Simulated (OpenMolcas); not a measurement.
Au⁶⁺: from RASSCF to RASPT2

```
Program             : OpenMolcas
Basis               : ANO-RCC-VQZP [9s8p6d4f2g1h]
Scalar Hamiltonian  : DKH2, point nucleus
Active space        : 11 electrons in 8 orbitals (RAS1 5p, at most 2 holes; RAS2 5d)
State averaging     : 2S+1 = 6 even, 1 root; 2S+1 = 4 even, 24 roots; 2S+1 = 2 even, 75 roots
Spin-orbit coupling : RASSI with atomic mean-field integrals over the reference wave functions, term energies averaged over their components
```

Methods on the same reference wave functions:
A. RASSCF
B. SS-RASPT2, IPEA 0.25 Eh, imaginary shift 0.1 Eh (closed shells correlated: 5s)
C. MS-RASPT2, IPEA 0.25 Eh, imaginary shift 0.1 Eh (closed shells correlated: 5s)

Energies in cm-1 above 5d5 6S 5/2.

| Level | A | B | C |
| --- | --- | --- | --- |
| 5d5 6S 5/2 | 0.0 | 0.0 | 0.0 |
| 5d5 4G 7/2 [57 %] | 31400 | 27650 | 27650 |
| 5d5 4G 11/2 [70 %] | 33604 | 29560 | 29560 |
| 5d5 4G 9/2 | 35277 | 31280 | 31280 |
| 5d5 4P 1/2 [59 %] | 36081 | 33610 | 33610 |
| 5d5 4D 7/2 [53 %] | 42531 | 38350 | 38350 |
| 5d5 4D 1/2 [67 %] | 48424 | 44940 | 44940 |
| 5d5 2I 11/2 [68 %] | 49804 | 44580 | 44580 |
| 5d5 4F 3/2 [52 %] | 51497 | 48240 | 48240 |
| 5d5 2I 13/2 | 55269 | 49460 | 49460 |
| 5d5 2H 9/2 [52 %] | 61634 | 57230 | 57230 |
| 5d5 2G 7/2(1) [52 %] | 64674 | 58740 | 58740 |
| 5d5 2F 7/2(1) [55 %] | 69013 | 64720 | 64720 |
| 5d5 2S 1/2 [75 %] | 72908 | 66650 | 66650 |
| 5d5 2H 11/2 [67 %] | 75498 | 70810 | 70810 |
| 5d5 2D 3/2(2) [72 %] | 80917 | 75310 | 75310 |
| 5d5 2G 9/2(2) | 90979 | 83470 | 83470 |
| 5d5 2G 7/2(2) [75 %] | 94627 | 87240 | 87240 |
| 5d5 2P 3/2 | 101534 | 92290 | 92290 |
| 5d5 2P 1/2 | 108900 | 99720 | 99720 |
| 5d5 2D 5/2(3) | 115729 | 107810 | 107810 |
| 5d5 2D 3/2(3) [74 %] | 119863 | 111470 | 111470 |

Between B and C no level of the table moves by more than 5 cm-1.

From A to B the spin-free energies of the other terms of 5d5 shown, above 6S, scale by factors of 0.87 to 0.95, as is usual when dynamic correlation screens the repulsion within a d or f shell.

The lowest spin-free term lies below A's lowest term by 0.308 hartree in B, 0.308 hartree in C.

CASPT2 does not keep the components of a term degenerate, so their means are used; among the terms shown or strongly mixed into the levels shown the widest spread is 650 cm-1 (5d5 4F, C). Active for correlation alone: 5p; no level in the range computed is led by a configuration that opens it, so any true level of that kind is missing. Without dynamic correlation excited terms often stand tens of per cent too high (terms of higher spin than the ground term too low), and those without a measured partner can miss by more than the paired ones (holds for A). The CASPT2 spread within a term exceeds the gap to the next term for 5d5 2D(1) and 5d5 4F, so the order of their levels is uncertain, and so are names and mixing where such terms share a J (holds for B; C). Blocks of more than 70 roots (2S+1 = 2 even) ran without multistate coupling (holds for C). Levels of configurations outside the active space are missing. Levels that lie high or do not pair safely by name in every column are left out.

A share in square brackets marks a mixed level and gives the weight of the term that names it, the lowest over the columns. A number in round brackets counts repeated terms of one configuration in the order of the reference energies.
